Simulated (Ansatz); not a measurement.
Stretching the Ge1–F2 bond in ClFGeH2 (SMILES [F][GeH2][Cl]) (multiplicity 1 held, fragments rigid). Energies count from the point at 1.741 Å.
Geometry at that point (charge 0, multiplicity 1):
```xyz
5

Ge    -0.4872    -0.2878     0.0418
F     -1.1704     1.3135     0.0343
Cl     1.6442    -0.0414    -0.1076
H     -0.8264    -0.9112     1.3962
H     -0.9993    -0.9971    -1.2124
```

Signs of static correlation in def2-SVP, with CASSCF(6,4), from Ansatz (a first-principles code) runs.

```csv
R (Å),T1 of restricted CCSD,⟨S²⟩ of UHF,largest double amplitude of restricted CCSD,weight of the CASSCF reference in MRCISD,CASSCF natural occupations
1.393,0.009,0.000,0.026,0.900,2.00 2.00 1.99 0.01
1.567,0.010,0.000,0.027,0.899,2.00 2.00 1.99 0.01
1.741,0.012,0.000,0.033,0.897,2.00 2.00 1.98 0.02
1.915,0.013,0.000,0.040,0.896,2.00 2.00 1.97 0.03
2.089,0.016,0.000,0.055,0.895,2.00 2.00 1.96 0.04
2.350,0.021,0.000,0.073,0.895,2.00 2.00 1.92 0.08
2.612,[?],[?],0.144,0.895,2.00 2.00 1.84 0.17
3.047,0.055,0.927,0.270,0.897,2.00 2.00 1.58 0.42
3.482,0.094,0.985,0.492,0.898,2.00 2.00 1.32 0.68
4.004,0.140,1.002,0.852,0.898,2.00 2.00 1.15 0.85
4.701,0.174,1.006,1.211,0.898,2.00 2.00 1.04 0.96
5.571,0.181,1.006,1.348,0.898,2.00 2.00 1.00 1.00
```

Problem. Fill in the missing entries.

Solution. 
- 2.612, T1 of restricted CCSD: 0.030
- 2.612, ⟨S²⟩ of UHF: 0.660

Doubts at one or more of the structures used: active orbitals that take no part (SC-NEVPT2 on CASSCF(6,4)/def2-SVP); a restricted determinant that unrestricted orbitals would lower (R-CCSD(T)/def2-SVP); T1 above 0.05 (R-CCSD(T)/def2-SVP, U-CCSD(T)/def2-SVP); other coupled-cluster roots lie near (R-CCSD(T)/def2-SVP); a spin-contaminated determinant (U-CCSD(T)/def2-SVP).
